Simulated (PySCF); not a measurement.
# Fe: ionisation energy

Fe [Ar] 3d6 4s2 (5D) → Fe⁺ [Ar] 3d6 4s1 (6D), as a difference of total energies. All numbers are calculated (PySCF 2.14, no relativity, point nucleus, in aug-cc-pVDZ). Correlated levels: valence: [Ar] frozen. The calculations carry no spin-orbit coupling.

Problem. Order these methods by the ionisation energy they give, lowest first.
A. UHF
B. SCS-MP2 (valence)
C. MP2 (valence)
D. PBE0

Solution. A (6.369 eV), C (7.394 eV), D (7.537 eV), B (7.566 eV).

These non-relativistic numbers lack the scalar-relativistic shift.

Errors of the correlated levels include the incompleteness of this basis and the frozen core.

MP2 underrates the near-degeneracy of ns² with np² in the lower species.

For comparison: 7.904 eV (measured; NIST levels, between the centres of gravity of the two terms).
